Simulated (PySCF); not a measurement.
Radial density of Ru (ruthenium, neutral)

UHF, [Kr] 4d7 5s1, high-spin 5F determinant. All numbers are calculated (PySCF 2.14, scalar relativity through the core potential, in aug-cc-pVDZ-PP with ECP28MDF). This is the valence pseudo-density: the core potential removes the inner electrons and smooths the orbitals near the nucleus.

```
r (bohr)  4πr²ρ (e/bohr)  4πr²(ρα − ρβ)
  0.0213       1.110e-05         0.0000
  0.0359       2.889e-05         0.0000
  0.0603       7.381e-05         0.0000
   0.102       0.0002903         0.0000
   0.171        0.002919         0.0004
   0.287         0.05915         0.0097
   0.483           1.557         0.1816
   0.812           11.53         1.3262
    1.37           9.842         2.0100
    2.30           2.290         1.0140
    3.87          0.4344         0.3147
    6.50         0.03980         0.0363
    10.9       0.0003217         0.0003
```

Energies and moments cover only the electrons outside the core potential.
